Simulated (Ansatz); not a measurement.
A series at Ta: from `[NH]=[Ta]([F])([F])[F]`, ligands are replaced one by one, each step taking up NH₃ and setting free H–F; n counts the steps. Ansatz, PBE0-D4/def2-TZVP geometries. Each molecule was computed in one conformer, which needn't be the lowest.

```
n                        molecule  HOMO energy, ωB97M-V/def2-TZVPP (eV)
0        `[NH]=[Ta]([F])([F])[F]`                                -10.87
1      `[NH]=[Ta]([NH2])([F])[F]`                                -10.32
2    `[NH]=[Ta]([NH2])([NH2])[F]`                                     ?
3  `[NH]=[Ta]([NH2])([NH2])[NH2]`                                 -9.08
```

**Question.** By hand: fit a straight line y = ȳ + b (n − n̄) to the 3 given rows and predict n = 2.

**Answer.** n̄ = 1.333, ȳ = -10.090; Σ(n − n̄)(y − ȳ) = 2.800, Σ(n − n̄)² = 4.667, so b = 0.600 eV a step. Prediction: -10.090 + (0.600) × (0.667) = -9.69 eV.

**Question.** By hand: compare with the computed value, -9.77 eV, and give the steps along the whole series.

**Answer.** The line misses by -0.08 eV (computed minus predicted). Steps: 0.55, 0.55, 0.69 eV.

The steps differ by up to 0.14 eV without a steady trend. The highest orbital can change its character along such a series. The miss is 4.5 % of the series' range.
